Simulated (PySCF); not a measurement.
Two-component Hartree-Fock for Bi(74+) (bismuth, charge +74)

Start: [He] 2s2 2p5; 2p1/2 filled at m_j = -1/2, +1/2; 2p3/2 filled at m_j = -1/2, +1/2, +3/2. Calculated with PySCF 2.14 in an uncontracted even-tempered set (16 s from 64 bohr⁻², ratio 2.4; 13 p from 83 bohr⁻², ratio 2.4; 5 d from 280 bohr⁻², ratio 2.6; 4 f from 420 bohr⁻², ratio 2.6): generalised Hartree-Fock with the X2C-1e Hamiltonian and a Gaussian nucleus; one run each with spin-orbit coupling (SO) switched off, then screened by Boettger's factors.

```json
{"spinor shell": "1s1/2", "electrons": "2", "ε, spin-free (eV)": "-98668.3", "ε, screened SO (eV)": "-98616.5", "weight of nominal j (screened SO)": "1.000", "rms radius, screened SO (bohr)": "0.0177"}
{"spinor shell": "2s1/2", "electrons": "2", "ε, spin-free (eV)": "-23490.0", "ε, screened SO (eV)": "-23475.4", "weight of nominal j (screened SO)": "1.000", "rms radius, screened SO (bohr)": "0.0703"}
{"spinor shell": "2p1/2", "electrons": "2", "ε, spin-free (eV)": "-21213.1", "ε, screened SO (eV)": "-22961.1", "weight of nominal j (screened SO)": "1.000", "rms radius, screened SO (bohr)": "0.0592"}
{"spinor shell": "2p3/2", "electrons": "3", "ε, spin-free (eV)": "-21213.1", "ε, screened SO (eV)": "-20541.5", "weight of nominal j (screened SO)": "1.000", "rms radius, screened SO (bohr)": "0.0671"}
```

```csv
quantity,spin-free,screened SO
E (hartree),-13522.96934,-13579.55025
M_J,3/2,3/2
⟨J²⟩,3.750,3.750
⟨L²⟩,2.000,2.043
⟨S²⟩,0.750,0.793
```

Each row is a mean over spinors that exchange with the open shell spreads, by up to 75.069 eV (2s1/2).

Breit and QED terms are absent; they matter most for the inner s and p1/2 levels.

Densities and radii are taken from the X2C orbitals without a picture-change correction, which distorts them close to the nucleus.

Without spin-orbit coupling the j labels of p, d and f shells carry no meaning; the spin-free column gives the mean over the occupied spinors of each nl shell.
